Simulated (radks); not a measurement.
Ionisation of neutral xenon, [Xe], to [Kr] 4d10 5s2 5p5 as the strength of local exchange is varied. Calculated with a radial shooting solver on a logarithmic mesh with Libxc functionals: scalar-relativistic Kohn-Sham, Slater X-alpha exchange (alpha = 2/3 is LDA exchange), no correlation, spin-polarised, spherical densities, point nucleus.

alpha  E(Xe) (hartree)  exchange (hartree)  IE (eV)  -e of the level emptied (eV)  <r> of it (bohr)
0.556      -7407.03393          -145.67885   10.069                    6.101 (5p)             2.397
0.667      -7436.25006          -175.42326   11.244                    7.188 (5p)             2.335
0.685      -7440.99822          -180.26733   11.440                    7.371 (5p)             2.326
0.841      -7482.27040          -222.49031   13.200                    9.024 (5p)             2.248
1.01       -7527.22749          -268.71888   15.228                   10.955 (5p)             2.173

NIST Atomic Spectra Database: 12.130 eV (measured). The Delta-SCF value meets it near alpha = 0.75. Open shells are spherical and high-spin; term and fine-structure splittings are not resolved. Spin-orbit splitting is averaged out at the scalar-relativistic level.
